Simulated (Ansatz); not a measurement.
System: As, charge 0, quartet.

Total energies in cc-pV5Z, 5 correlated electrons, 14 frozen orbitals. Radicals and triplets start from unrestricted determinants; spin-orbit coupling is neglected. Cores are frozen in correlated methods (noble-gas shells, and filled d and f shells in the p block). No relativity.

| method | program | energy (Eh) | minus CCSDT(Q) (mEh) |
|---|---|---|---|
| HF | Ansatz | -2234.23980 | 94.95 |
| MP2 | Ansatz | -2234.31902 | 15.72 |
| CCSD | Ansatz | -2234.33057 | 4.18 |
| CCSD(T) | Ansatz | -2234.33414 | 0.60 |
| CCSDT(Q) | Ansatz | -2234.33474 | 0.00 |

Ansatz is a first-principles code.
